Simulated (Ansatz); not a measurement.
`[SiH3]N[SiH2]O[SiH3]` + CH₄ → `C[SiH2]N[SiH3]` + silanol  (formal exchange of groups at the Si–O bond)

Calculated with Ansatz (gas phase, PBE0-D4/def2-TZVP geometries, no zero-point term in ΔE). CBS: MP2 limit from def2 TZ/QZ plus the TZ coupled-cluster correction, frozen cores. This one scheme is used for every species. One conformer a species, not always the lowest.

| species | CCSD(T)/CBS(def2) energy (Eh) |
| --- | --- |
| `[SiH3]N[SiH2]O[SiH3]` | -1002.66273 |
| CH₄ | -40.46206 |
| `C[SiH2]N[SiH3]` | -676.38390 |
| `O[SiH3]` | -366.69042 |

(1) Work out ΔE.

Largest T1 diagnostic among the species: 0.011.

Answers

(1) ΔE = (-676.38390) + (-366.69042) − (-1002.66273) − (-40.46206) = 0.05047 Eh = +31.7 kcal/mol.

From PBE to PBE0 (25 % exact exchange), in def2-TZVPP and without D4, ΔE moves by +1.0 kcal/mol. In def2-TZVPP, CCSD(T) changes the Hartree–Fock value by −3.0 kcal/mol (the triples alone add −0.3 kcal/mol) and MP2 by −2.7 kcal/mol. The D4 term adds +1.6 kcal/mol with B3LYP and +1.0 kcal/mol with PBE0; it sums over pairs of atoms, weighted by their polarisabilities, and B3LYP, whose exchange is more repulsive, gets the larger term.

B3LYP here is the variant with VWN-RPA as its local correlation; programs differ in this.
